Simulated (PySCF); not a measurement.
EPR parameters of C5H4F3

Species: C5H4F3 (doublet state).
Cartesian coordinates in Å at the PBE0-D3(BJ)/def2-SVP level; atoms count from 1:
```xyz
12
C5H4F3 angstrom
F     -2.1349   -0.5181   -0.8716
C     -1.5465    0.0181    0.2036
F     -2.3510    0.9745    0.6694
F     -1.4683   -0.9357    1.1330
C     -0.1908    0.5730   -0.1557
C      0.7359    0.9412    0.9707
C      1.7102    0.0758    0.7019
C      0.9206   -0.4720   -0.4776
H     -0.3329    1.3464   -0.9259
H      2.6865   -0.1711    1.1188
H      1.3847   -0.3206   -1.4655
H      0.5894   -1.5171   -0.3706
```

The hyperfine couplings belong to this conformer and change with its torsions.

Identity: `FC(F)(F)[C@H]1[C]=CC1` [radical].

The calculation used UKS B3LYP, IGLO-III on C F, pcH-1 on H, non-relativistic, mean-field spin-orbit, GIAO (PySCF 2.14.0). Isolated species at its PBE0-D3(BJ)/def2-SVP geometry, gas phase. The SCF solution wasn't tested for stability.

| Property | Result |
| --- | --- |
| g1, g2, g3 | 2.00117, 2.00215, 2.00299 |
| g_iso | 2.00210 |
| Form of g | rhombic: the two nearest values differ by 46 % of g3 − g1 |
| ⟨S²⟩ | 0.7581 (exact 0.7500) |
| HOMO–LUMO gap, α and β orbitals | 6.50, 4.55 eV |
| Total energy | -492.54669 Eh |
| Basis functions | 320 |

Hyperfine couplings atom by atom, in MHz; T1 to T3 are the principal values of the dipolar part:

```csv
atom,isotope,a_iso,T1,T2,T3,Mulliken spin population
F1,19F,7.2,-4.6,-3.9,8.5,0.00
C2,13C,-2.0,-1.2,-0.7,1.9,0.00
F3,19F,-0.4,-4.2,-1.4,5.6,0.00
F4,19F,-1.6,-2.4,-1.3,3.6,0.00
C5,13C,28.0,-14.0,-11.6,25.6,0.06
C6,13C,389.3,-72.9,-53.1,126.0,0.89
C7,13C,8.0,-25.9,-2.1,28.0,-0.05
C8,13C,82.7,-8.7,-6.6,15.3,0.07
H9,1H,-1.0,-8.2,-4.2,12.4,0.00
H10,1H,16.4,-7.2,-3.4,10.6,0.01
H11,1H,21.9,-5.2,-0.7,5.9,0.01
H12,1H,18.6,-5.3,-0.7,5.9,0.01
```

The largest Mulliken spin populations are on C6 (+0.89) and C8 (+0.07). C6 is the only atom above +0.15.

Under fast tumbling the dipolar parts average out, and these isotropic splittings remain: 1 × 1H (H11, I = 1/2, 2 lines) with 0.78 mT, 1 × 1H (H12, I = 1/2, 2 lines) with 0.66 mT, 1 × 1H (H10, I = 1/2, 2 lines) with 0.59 mT, 3 × 19F (F1/F3/F4, I = 1/2, 4 lines) with 0.06 mT and 1 × 1H (H9, I = 1/2, 2 lines) with 0.04 mT.

Nuclei that the bonding pattern makes equivalent are averaged, as if the motion that swaps them (rotation, inversion, ring flip) were fast. The three 19F nuclei of mean +1.7 MHz run from -1.6 to 7.2 MHz in the frozen geometry.

The 13C coupling of C6 (389.3 MHz) shows only in satellite lines or after enrichment, since that isotope makes up about 1.07 % of natural carbon.
